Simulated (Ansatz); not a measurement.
Wavefunction ladder for `C=CC[NH][GeH3]`

| atom | x (Å) | y (Å) | z (Å) |
| --- | --- | --- | --- |
| C1 | 1.5954 | 0.5434 | 2.1070 |
| C2 | 0.6559 | 0.8967 | 1.2416 |
| C3 | -0.1986 | -0.0681 | 0.4871 |
| N4 | -0.0722 | 0.1471 | -0.9447 |
| Ge5 | -1.2790 | -0.6695 | -2.0671 |
| H6 | 2.1950 | 1.2792 | 2.6302 |
| H7 | 1.7937 | -0.5014 | 2.3278 |
| H8 | 0.4805 | 1.9471 | 1.0208 |
| H9 | -1.2491 | 0.1005 | 0.7580 |
| H10 | 0.0457 | -1.0934 | 0.8068 |
| H11 | 0.8891 | 0.0466 | -1.2422 |
| H12 | -1.3115 | -2.2100 | -1.9131 |
| H13 | -0.8780 | -0.3042 | -3.5033 |
| H14 | -2.6669 | -0.1140 | -1.7090 |

The species carries charge 0 and has multiplicity 1. Correlated methods include outer-core shells of Ge, which these sets cover unevenly. Scalar relativity is left out up to krypton. Geometry: relaxed with PBE0-D4/def2-TZVP. It is one conformer, not always the lowest. Frozen core, restricted reference, Ansatz 0.2.0.

| basis | HF (Eh) | MP2 corr. |
| --- | --- | --- |
| def2-SVP | -2248.23745 | -0.81513 |
| def2-TZVPP | -2248.69721 | -0.97404 |
| def2-QZVPP | -2248.74772 | -1.28411 |

(1) Estimate the CCSD correlation energy and the (T) correction in each basis where they were run (hartree).

Answers

(1) 
```json
{"basis": "def2-SVP", "CCSD corr.": "-0.86793", "(T)": "-0.02745"}
{"basis": "def2-TZVPP", "CCSD corr.": "-1.01879", "(T)": "-0.04149"}
```
